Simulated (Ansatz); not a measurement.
Relaxation of CH6ClFGe (10 atoms, charge 0, multiplicity 1), to a largest force component of 0.03 eV/Å in at most 50 steps.

Computed with RKS PBE-D4/def2-SVP (Ansatz).

```xyz
10
Properties=species:S:1:pos:R:3
Ge -0.857 0.565 -0.224
F 2.140 0.357 -0.882
H -0.492 0.903 -1.686
H -2.373 0.791 0.027
C -0.258 -1.184 0.402
H 2.143 1.007 -0.233
Cl 0.128 2.094 1.046
H -0.460 -1.283 1.485
H -0.798 -1.983 -0.145
H 0.827 -1.268 0.209
```

Q: Where does it end, and by what steps?

A: It converged. After 9 steps the energy has fallen by 0.118 eV; Cl7 moved furthest, 0.30 Å.

| step | energy less start (eV) | largest force component (eV/Å) | accepted |
| --- | --- | --- | --- |
| 0 | 0.0000 | 0.936 | yes |
| 1 | -0.0252 | 1.437 | yes |
| 2 | -0.0721 | 0.625 | yes |
| 3 | -0.0941 | 0.824 | yes |
| 4 | -0.0612 | 0.778 | no |
| 5 | -0.1110 | 0.424 | yes |
| 6 | -0.1119 | 0.129 | yes |
| 7 | -0.0938 | 0.307 | no |
| 8 | -0.1174 | 0.048 | yes |
| 9 | -0.1182 | 0.005 | yes |

```xyz
10
Properties=species:S:1:pos:R:3
Ge -0.900 0.545 -0.252
F 2.313 0.373 -0.671
H -0.671 0.819 -1.756
H -2.355 0.876 0.169
C -0.258 -1.188 0.364
H 1.933 1.032 -0.101
Cl 0.326 2.064 0.826
H -0.458 -1.307 1.446
H -0.760 -2.001 -0.197
H 0.830 -1.213 0.171
```

The run took 19 s on 2 threads of Arm Neoverse V2, on a shared host, peak memory 0.15 GiB.
